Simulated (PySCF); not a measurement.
Compound: C2H11NSi2.
Cartesian coordinates in Å at the GFN2-xTB level; atoms count from 1:
```
atom  x, y, z in Å
C1     1.7696    0.5179    0.2435
C2     1.0027   -0.7446   -0.1349
N3    -0.4358   -0.5625   -0.1295
Si4   -1.2422   -0.6550    1.4051
Si5   -1.1499    0.1684   -1.5329
H6     1.5408    1.3172   -0.4574
H7     1.4869    0.8402    1.2429
H8     2.8404    0.3282    0.2244
H9     1.3140   -1.0661   -1.1335
H10    1.2596   -1.5429    0.5680
H11   -2.6471   -0.9258    1.1223
H12   -1.1220    0.5825    2.1912
H13   -0.6023   -1.7515    2.1358
H14   -2.5639   -0.1884   -1.5140
H15   -1.0062    1.6323   -1.5540
H16   -0.4524   -0.4010   -2.6884
```

The closed-shell SCF was solved with PySCF and density fitting under several settings on one GFN2-xTB geometry (grid level 2 and gas phase unless stated).

```
                                                       settings  basis functions  SCF cycles     E (Eh)  HOMO (eV)  LUMO (eV)  dipole (D)
                                                  PBE0/pcSseg-1              154          12  -716.1318      -6.89       0.32        0.75
                                            CAM-B3LYP/def2-SVPD              196          12  -716.2462      -8.22       1.06        0.76
BHandHLYP/pcseg-1, grid level 4, fitting basis def2-qzvpp-jkfit              133           9  -716.4418      -8.08       1.17        0.67
     LC-wPBE/6-31G, energy threshold 1e-08 Eh, start guess vsap               75          11  -716.1558      -9.04       2.83        0.59
                              PBE0/Sadlej pVTZ, IEF-PCM acetone              235          12  -716.1941      -6.75      -0.03        1.04
```

Task: Estimate the row for these settings: KT3/pcSseg-1.

Result: 
```
    settings  basis functions  SCF cycles     E (Eh)  HOMO (eV)  LUMO (eV)  dipole (D)
KT3/pcSseg-1              154          14  -723.2871      -5.69      -0.49        0.69
```

Task: Over all rows, what range does the HOMO–LUMO gap span?

Result: From 5.20 eV (KT3/pcSseg-1) to 11.87 eV (LC-wPBE/6-31G, energy threshold 1e-08 Eh, start guess vsap). The functional of the narrowest has no exact exchange, that of the widest range-separated exact exchange.

Task: And the dipole moment?

Result: From 0.59 D (LC-wPBE/6-31G, energy threshold 1e-08 Eh, start guess vsap) to 1.04 D (PBE0/Sadlej pVTZ, IEF-PCM acetone); the largest is 1.76 times the smallest, and the median is 0.72 D.

Cycle counts include a coarse-grid stage where the run had one. KT3 was designed for NMR shieldings or shifts; total energies of different functionals aren't comparable. The species at its GFN2-xTB geometry (one conformer only).
